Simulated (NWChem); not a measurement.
System: CH$_{5}$GaO$_{2}$; SMILES [CH3][Ga]([OH])[OH]

```xyz
9

Ga    -0.0238     0.0002     0.0001
C      0.2153    -1.9331     0.0005
H      0.7017    -2.2626    -0.9298
H     -0.7647    -2.4242     0.0787
H      0.8428    -2.2530     0.8455
O     -1.6541     0.7179    -0.0014
H     -1.6404     1.6807    -0.0060
O      1.2477     1.2603    -0.0018
H      2.1527     0.9353    -0.0003
```
Atoms are numbered in this order, from 1.

Coordinates come from a PBE0/def2-SVP optimisation.

Problem. Give the principal values of the shielding tensors (ppm) of Ga1, C2, O6, O8 from KT2/pcSseg-1, GIAO (NWChem), with their diamagnetic and paramagnetic parts as GIAO splits them.

Solution. 
```tsv
atom	σ11	σ22	σ33	isotropic	diamagnetic	paramagnetic
Ga1	1154.9	1331.2	1561.0	1349.0	2646.0	-1297.0
C2	187.6	191.8	199.4	192.9	254.8	-61.9
O6	161.4	292.3	313.6	255.8	391.9	-136.1
O8	117.1	286.8	310.9	238.3	392.3	-154.1
```
